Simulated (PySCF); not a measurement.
**Question.** What does the PBE0-D3(BJ)/def2-SVP structure of InChI=1S/C7H8N/c1-2-7-3-5-8-6-4-7/h3-6H,1-2H2 look like in three dimensions? (Doublet state.)

**Answer.** 
```
atom  x, y, z in Å
C1     2.407   -0.071    0.596
C2     1.585    0.237   -0.610
C3     0.108    0.093   -0.313
C4    -0.543   -1.139   -0.427
C5    -1.893   -1.228   -0.096
N6    -2.618   -0.198    0.334
C7    -2.001    0.976    0.445
C8    -0.656    1.172    0.139
H9     2.559    0.690    1.366
H10    2.643   -1.106    0.852
H11    1.781    1.266   -0.953
H12    1.851   -0.441   -1.438
H13   -0.004   -2.024   -0.777
H14   -2.416   -2.188   -0.186
H15   -2.610    1.817    0.797
H16   -0.208    2.164    0.249
```

Any rigid rotation of these coordinates is as good. Atoms count from 1 in this order. C4 (carbon bonded to 2 C and H) is planar (angles 120.7°, 120.1° and 119.2°, sum 360.0°, 0.00 Å off the plane of its three neighbours). Of the pairs four or more bonds apart, H11···H16 is among the closest relative to their van der Waals radii: 2.49 Å, 104 % of the sum of Bondi's values. C1 (carbon bonded to C and 2 H) is almost planar (angles 120.3°, 120.2° and 117.6°, sum 358.1°, 0.10 Å off the plane of its three neighbours). C5 (carbon bonded to C, N and H) is planar (angles 123.7°, 119.9° and 116.4°, sum 360.0°, 0.00 Å off the plane of its three neighbours).

Bonds between heavy atoms (Å): C1–C2 1.491, C2–C3 1.514, C3–C4 1.398, C4–C5 1.393, C5–N6 1.331, N6–C7 1.330, C7–C8 1.394, C3–C8 1.397.

Computed, not measured: PBE0-D3(BJ)/def2-SVP geometry optimisation, gas phase (PySCF 2.14.0).

Point group: near Cs, missed by 0.09 Å at most; the miss may be what the optimiser left on a soft mode. No PBE0-D3(BJ)/def2-SVP frequencies stand behind this structure, so it isn't proved a minimum. ⟨S²⟩ = 0.755 (exact for a doublet: 0.75). Torsions: H–C1–C2–C3 -82° and 82°, C1–C2–C3–C4 -87°.

One conformer stands for the species.
